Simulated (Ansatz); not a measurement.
In7N7H20, a nanocrystal cut from zinc blende InN (hydrogen-capped), relaxed as a singlet with RKS PBE-D4/def2-SVP in Ansatz, starting from the GFN2-xTB geometry. Force threshold 0.03 eV/Å.

In the def2 sets In takes a core potential; there is no spin–orbit coupling.

Start:

```xyz
34

In   -0.645    2.681    1.746
In    1.305   -3.056    0.342
In    1.896    0.686    0.639
In   -1.411   -0.635    1.448
In   -2.777    1.477   -0.863
In   -0.281   -0.543   -2.025
In    0.465    2.768   -1.659
N    -0.412   -2.702    1.582
N     0.213    0.615    1.887
N    -1.207    2.833   -0.318
N     2.670   -1.472    0.827
N     0.646   -2.615   -1.653
N     1.272    0.698   -1.362
N    -1.824   -0.535   -0.605
H     0.724    3.658    2.034
H    -2.050    2.553    2.707
H     1.961   -4.594    0.516
H     3.195    1.648    1.089
H    -2.693   -0.707    2.528
H    -3.967    1.470    0.361
H    -3.021    1.544   -2.550
H    -0.682   -0.543   -3.654
H     1.726    3.737   -1.040
H    -0.104    2.703   -3.267
H    -0.172   -2.848    2.563
H    -1.138   -3.390    1.377
H     0.496    0.506    2.864
H    -1.607    3.771   -0.424
H     3.010   -1.580    1.784
H     3.501   -1.534    0.237
H     1.424   -2.706   -2.307
H    -0.044   -3.305   -1.956
H     2.078    0.629   -1.988
H    -2.547   -1.212   -0.858
```

Estimate the energy that the relaxation releases and the steps that it takes.

0.72 eV, in 5 steps; 23 s on 2 threads of AMD EPYC 7R13 on a shared host and a share (18 GiB) of an NVIDIA H100 80GB HBM3. No frequencies were taken in this run, so the end may be a saddle point.

Does the start keep its bonding and symmetry?

By distances, no bond broke or formed. The bond that changes most is In1–N10, from 2.14 to 2.21 Å (atoms count from 1). Point group C3v at the start, C3v at the end, both within 0.05 Å.

Predict the relaxed structure.


```xyz
34

In   -0.680    2.814    1.818
In    1.374   -3.217    0.361
In    1.966    0.657    0.659
In   -1.426   -0.699    1.488
In   -2.905    1.559   -0.903
In   -0.267   -0.603   -2.072
In    0.475    2.908   -1.731
N    -0.383   -2.765    1.587
N     0.182    0.681    1.859
N    -1.226    2.872   -0.322
N     2.694   -1.536    0.834
N     0.671   -2.677   -1.641
N     1.230    0.766   -1.359
N    -1.836   -0.458   -0.609
H     0.723    3.818    2.112
H    -2.118    2.683    2.806
H     2.053   -4.811    0.541
H     3.381    1.536    1.143
H    -2.713   -0.900    2.635
H    -4.127    1.549    0.350
H    -3.158    1.629   -2.633
H    -0.632   -0.728   -3.764
H     1.767    3.903   -1.096
H    -0.104    2.846   -3.381
H    -0.150   -2.926    2.579
H    -1.114   -3.468    1.397
H     0.462    0.585    2.850
H    -1.630    3.820   -0.429
H     3.050   -1.648    1.797
H     3.546   -1.606    0.257
H     1.449   -2.788   -2.311
H    -0.016   -3.380   -1.957
H     2.041    0.714   -1.998
H    -2.578   -1.130   -0.868
```
Bond lengths (bridged metal pairs left out): 18 × In–N 2.15 to 2.32 Å; 10 × H–N 1.03 to 1.04 Å; 10 × H–In 1.74 to 1.75 Å.
